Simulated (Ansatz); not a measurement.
Consider the substitution at a C–O bond: `FCOCF` + `[SH][SnH3]` → `FC[S][SnH3]` + `OCF`.

Program: Ansatz. Geometries: PBE0-D4/def2-TZVP. ΔE: electronic, gas phase. CBS: MP2 limit from def2 TZ/QZ plus the TZ coupled-cluster correction, frozen cores. DFT in def2-TZVPP. def2 core potentials past Kr. For Sn outer-core shells are correlated without core-valence functions, which leaves a few kJ/mol of doubt a bond. One conformer a species, not always the lowest.

| species | r2SCAN-D4 energy (Eh) |
| --- | --- |
| `FCOCF` | -353.50416 |
| `[SH][SnH3]` | -614.96146 |
| `FC[S][SnH3]` | -753.50041 |
| `OCF` | -214.96316 |

Work out ΔE.

ΔE = (-753.50041) + (-214.96316) − (-353.50416) − (-614.96146) = 0.00205 Eh = +1.3 kcal/mol. CCSD(T)/CBS gives +0.5 kcal/mol.

Largest T1 diagnostic among the species: 0.013.

From PBE to PBE0 (25 % exact exchange), in def2-TZVPP and without D4, ΔE moves by +1.0 kcal/mol. In def2-TZVPP, CCSD(T) changes the Hartree–Fock value by −3.5 kcal/mol (the triples alone add −0.6 kcal/mol) and MP2 by −4.9 kcal/mol.
